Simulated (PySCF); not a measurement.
Ta(NH)(Cl)2(Me) (CH4Cl2NTa), SMILES [CH3][Ta](=[NH])([Cl])[Cl], multiplicity 1. Geometry: PBE-D3(BJ)/def2-SVP. The multiplicity is an assumed one; other spin states were not compared. The def2 effective core potentials stand for the cores of Ta; spin–orbit coupling is left out.

Computed with PBE-D3(BJ)/def2-SVP run with PySCF 2.14.0.

Harmonic wavenumbers (cm⁻¹): 91, 118, 132, 160, 193, 215, 372, 386, 523, 528, 531, 561, 645, 975, 1138, 1341, 1348, 2946, 3052, 3061, 3573. Rotational constants (GHz): 2.311, 1.394, 1.177; symmetry number 1.

### Question
Work out the zero-point energy and the ideal-gas rigid-rotor harmonic-oscillator thermochemistry at 298.15 K and 1 atm.

### Answer
ZPE = ½ Σ hcν = ½ × 21889 cm⁻¹ = 130.93 kJ/mol. H − E(el) = 155.38 kJ/mol. Entropy in J/(mol K): translation 179.11, rotation 120.62, vibration 89.50, total 389.23. G − E(el) = 39.33 kJ/mol. Cp = 120.84 J/(mol K). Modes under 150 cm⁻¹ make the vibrational entropy uncertain.
